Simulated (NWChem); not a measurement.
Molecule: BH$_{3}$S$_{2}$; SMILES SBS

```xyz
6

B      0.0000     0.0000    -0.6984
H      0.0000     0.0000    -1.8870
S     -1.5554     0.0000     0.2212
H     -2.3756     0.0000    -0.8499
S      1.5554     0.0000     0.2212
H      2.3756     0.0000    -0.8499
```
Atoms are numbered in this order, from 1.

Program: NWChem. Pople sets run with spherical d functions. Geometry: optimised at B3LYP/6-31G* (spherical d).

For level B3PW91/6-31G*:

```yaml
highest occupied level (eV): -7.27
orbital gap (eV): 6.27
```

**Question.** How do the values read with level CAM-B3LYP/6-31G* instead?

**Answer.** The highest occupied level (eV) comes out as -8.68. The orbital gap (eV) comes out as 9.09.
